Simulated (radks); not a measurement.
Effect of the nuclear size on the copper ion Cu+, [Ar] 3d10. Method: Dirac Kohn-Sham, relativistic LDA (MacDonald-Vosko exchange, VWN5 correlation), spin-unpolarised, spherical densities, finite nucleus; Fermi nuclear charge, rms radius 3.8823 fm; computed with a radial shooting solver on a logarithmic mesh with Libxc functionals. The rms radius is varied about that value; shifts are against it.

rms radius (fm)  total energy shift (eV)  density at nucleus (e/bohr^3)  1s1/2 shift (meV)  2s1/2 shift (meV)  3s1/2 shift (meV)
3.463                            -0.0396                       2.21e+04              -16.8              -1.59             -0.241
3.7231                           -0.0155                      2.202e+04              -6.59             -0.626             -0.095
3.8823                                 0                      2.197e+04              0.000              0.000              0.000
4.0182                            0.0138                      2.193e+04               5.84              0.554              0.084
4.5772                            0.0751                      2.178e+04               31.8               3.02              0.457

Slopes of the eigenvalues against <r^2> in GHz/fm^2, as finite differences over the two radii next to the reference (eigenvalue slopes, not the field-shift constants of lines): 1s1/2 1320, 2s1/2 125, 3s1/2 18.9.
